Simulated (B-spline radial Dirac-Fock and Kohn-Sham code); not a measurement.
**Relativistic shifts of the levels of W⁶⁶⁺**

System: tungsten as W⁶⁶⁺ in the configuration [He] 2s2 2p4.

Both columns are ΔSCF binding energies of the configuration average from a radial finite-basis atomic code: non-relativistic Hartree-Fock with a point nucleus, and Dirac-Fock with a finite nucleus and the Coulomb interaction alone, averaged over the two j levels with weights 2j+1.

```
shell  Hartree-Fock (eV)  Dirac-Fock (eV)  shift (eV)  shift (%)
   1s            70652.5          76579.4    +5926.89      +8.39
   2s            16392.6          18128.5    +1735.89     +10.59
   2p            16106.6          16797.2     +690.53      +4.29
```

Relativity binds 1s, 2s, 2p more strongly, among those listed most of all 2s in relative terms.

Values without a named source are computed, but for edge energies of neutral atoms, which are taken from tables.
